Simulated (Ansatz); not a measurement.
`[CH3][GeH]([Cl])[SeH]` → `[Cl][GeH]` + `C[SeH]` at 298.15 K and 1 bar (germylene formation by 1,1-elimination).

Calculated with Ansatz (gas phase, PBE0-D4/def2-TZVP geometries, no zero-point term in ΔE). CCSD(T)/CBS adds triple-zeta CCSD(T) − MP2 to the extrapolated MP2 energy (def2 sets, frozen cores). For Ge, Se outer-core shells are correlated without core-valence functions, which leaves a few kJ/mol of doubt a bond. Scalar relativity is left out up to krypton. One conformer a species, not always the lowest.

```json
{"species": "`[CH3][GeH]([Cl])[SeH]`", "CCSD(T)/CBS energy (Eh)": "-4977.73636", "H − E (kJ/mol)": "165.1", "S (J/(mol·K))": "372.3"}
{"species": "`[Cl][GeH]`", "CCSD(T)/CBS energy (Eh)": "-2536.49422", "H − E (kJ/mol)": "29.1", "S (J/(mol·K))": "264.4"}
{"species": "`C[SeH]`", "CCSD(T)/CBS energy (Eh)": "-2441.15625", "H − E (kJ/mol)": "129.5", "S (J/(mol·K))": "267.5"}
```

H − E and S are ideal-gas, rigid-rotor, harmonic terms from PBE0-D4/def2-TZVP, for one conformer and one mirror image of each species. 1 Eh = 2625.50 kJ/mol, R = 8.31446 J/(mol·K).

Task: By hand: ΔE, ΔH, ΔS and ΔG.

Result: ΔE = (-2536.49422) + (-2441.15625) − (-4977.73636) = 0.08589 Eh = 225.5 kJ/mol. Δ(H − E) = 29.1 + 129.5 − 165.1 = -6.5, so ΔH = 219.0 kJ/mol. ΔS = 264.4 + 267.5 − 372.3 = 159.6 J/(mol·K). ΔG = 219.0 − 298.15 × (159.6)/1000 = 171.4 kJ/mol.

Task: By hand: the equilibrium constant, and the temperature at which ΔG would vanish if ΔH and ΔS stayed fixed.

Result: log₁₀ K = −ΔG/(RT ln 10) = -30.0. ΔG = 0 at ΔH/ΔS = 1372 K.

The number of gas molecules changes by +1, which sets the sign of ΔS. A doubt of 5 kJ/mol in ΔE shifts log₁₀ K by 0.9 here. Other conformers and mirror images would add mixing entropy, several J/(mol·K) or more a flexible species. These are equilibria of isolated gas molecules and say nothing of rates. Largest T1 diagnostic: 0.013 (customary marks: 0.02 for closed shells, 0.045 for open ones).
